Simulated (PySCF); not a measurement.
Structure and vertical S1–T1 gap

Method used: TDA wB97X-D/def2-SVP excited states, vertical, gas phase in PySCF. Geometry: GFN2-xTB.

Each molecule in one low-energy conformer.

Scalar relativity is left out, which matters for the atoms heavier than Zn.

(1) How does the vertical S1–T1 gap change along this series?
- N#C/C=C1/C=CC=C(n2cccc2)C=C1 (H replaced by pyrrolyl)
- N#C/C=C1/C=CC=C(c2cccs2)C=C1 (H replaced by 2-thienyl)
- N#C/C=C1/C=CC=C(Br)C=C1 (H replaced by Br)

## Answers

(1) 
| molecule | S1 (eV) | S1 from | f(S1) | T1 (eV) | T1 from | S1 − T1 (eV) | S0–T1 spin-orbit coupling (cm⁻¹) | S1–T1 spin-orbit coupling (cm⁻¹) |
| --- | --- | --- | --- | --- | --- | --- | --- | --- |
| N#C/C=C1/C=CC=C(n2cccc2)C=C1 | 3.00 | HOMO→LUMO | 0.054 | 1.90 | HOMO→LUMO | 1.09 | 0.60 | 0.02 |
| N#C/C=C1/C=CC=C(c2cccs2)C=C1 | 2.91 | HOMO→LUMO | 0.115 | 1.76 | HOMO→LUMO | 1.15 | 0.92 | 0.10 |
| N#C/C=C1/C=CC=C(Br)C=C1 | 3.02 | HOMO→LUMO | 0.032 | 1.92 | HOMO→LUMO | 1.09 | 0.33 | 0.01 |

The vertical S1–T1 gap is lowest for N#C/C=C1/C=CC=C(n2cccc2)C=C1 and highest for N#C/C=C1/C=CC=C(c2cccs2)C=C1.
